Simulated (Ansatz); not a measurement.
Born–Oppenheimer molecular dynamics of BClH$_{3}$NO (7 atoms, charge 0, multiplicity 1). It starts from a relaxed structure.

The calculation used RKS B3LYP-D4/6-31G in Ansatz 0.2.0.

| Quantity | Value |
| --- | --- |
| ensemble | NVT, Langevin thermostat |
| time step | 0.25 fs |
| steps asked | 250 |
| set temperature | 1000 K |
| friction | 0.05 /fs |
| seed | 161794 |

First frame:

```xyz
7
Properties=species:S:1:pos:R:3
B -0.114 0.010 -0.013
O -0.008 -0.248 1.335
H -0.800 -0.458 1.857
Cl 1.460 0.393 -0.870
N -1.293 0.006 -0.775
H -2.208 -0.193 -0.397
H -1.281 0.208 -1.764
```

Question: How far do the bonds stretch over the last three quarters of this one trajectory? (Pairs bonded in most of those frames.)

Answer: 
```csv
bond,mean (Å),spread (Å),shortest,longest
B1–O2,1.375,0.040,1.32,1.45
B1–Cl4,1.804,0.053,1.74,1.90
B1–N5,1.402,0.033,1.36,1.47
O2–H3,0.982,0.051,0.90,1.08
N5–H6,1.017,0.033,0.96,1.12
N5–H7,1.009,0.026,0.95,1.07
```

Mean temperature of the second half: 863 K. The mean temperature of the second half is 14 % below the set value. A run of 0.062 ps of so small a system gives no equilibrium averages. Limits of this set-up: no polarisation functions.

Run time: 8.1 min on 1 thread of Arm Neoverse V1, on a shared host, peak memory 0.1 GiB.
